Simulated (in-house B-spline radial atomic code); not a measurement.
# Ne: [He] 2s1 2p6 3d1 (an excited or competing configuration)

Computed with a B-spline radial code for spherical atoms: non-relativistic BHandHLYP, spin-polarised, spherical fractional occupations, exact exchange averaged over the configuration, point nucleus.

Effective charges: Z_r = [3n² - l(l+1)]/(2<r>) from the radius, Z_e = n√(-2ε) from the energy, and Slater's rules. Values are occupation-weighted means over spin.

```csv
shell,electrons,ε (eV),<r> (bohr),Z_r,Z_e,Slater
1s,2,-881.38,0.158,9.50,8.05,9.70
2s,1,-63.222,0.8565,7.01,4.31,6.20
2p,6,-34.755,0.8853,5.65,3.20,6.20
3d,1,-1.0923,10.18,1.03,0.85,1.00
```

The least bound orbital is 3d up at -1.092 eV, and it is also the most diffuse (<r> = 10.18 bohr). The part-filled 2s shell lies below the filled 2p shell in orbital energy.
